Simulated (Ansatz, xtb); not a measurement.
# Isomers of H8S2Si3 in order of energy

4 gas-phase structures of H8S2Si3, from a drawn sample of its isomers (lower ones may exist). Each was relaxed with GFN2-xTB; where two conformers were screened, the lower at r2SCAN-D4/def2-SVP//GFN2-xTB is listed:

A. `[SiH3][Si]([SiH3])(S)S`, a singlet
B. `[SiH3][SiH2][SiH](S)S`, a singlet
C. `[SiH3][Si@@H](S)[SiH2]S`, a singlet
D. `S[SiH2][SiH2][SiH2]S`, a singlet

Which do you expect lowest at r2SCAN-D4/def2-SVP//GFN2-xTB, and how would the others follow?

Calculated order at r2SCAN-D4/def2-SVP//GFN2-xTB: A (0.0), B (3.3), C (13.0), D (19.0) kJ/mol. Less than 1 kcal/mol parts A and B, so the order within that pair means little.

Energies above the lowest of each column, in kJ/mol; the last columns are at r2SCAN-D4/def2-SVP geometries:

```tsv
structure	GFN2-xTB	HF/STO-3G	r2SCAN-D4/def2-SVP//GFN2-xTB	r2SCAN-D4/def2-SVP	CCSD(T)/def2-SVP + ΔMP2/def2-TZVPP
A	16.5	1.7	0.0	1.8	1.6
B	12.8	0.0	3.3	0.0	0.0
C	0.0	7.3	13.0	12.2	10.5
D	3.3	2.5	19.0	13.0	11.0
```

CCSD(T)/def2-SVP + ΔMP2/def2-TZVPP puts B lowest, with A within 1 kcal/mol; GFN2-xTB picks C. CCSD(T)/def2-SVP + ΔMP2/def2-TZVPP orders those it was run on as B (0.0), A (1.6), C (10.5), D (11.0) kJ/mol. Less than 1 kcal/mol parts B and A; C and D, so the order within those pairs means little. Flexible structures stand in one conformer each, not always the lowest. ΔMP2 is the change of the MP2 energy from the smaller to the larger basis.

Over these structures GFN2-xTB departs from r2SCAN-D4/def2-SVP//GFN2-xTB by 13.7 kJ/mol on average once a common shift is removed. A GFN2-xTB relaxation took about 0.14 s and the r2SCAN-D4/def2-SVP//GFN2-xTB energy about 1.6 s on a shared host (Ansatz 0.2.0, xtb 6.7.1).
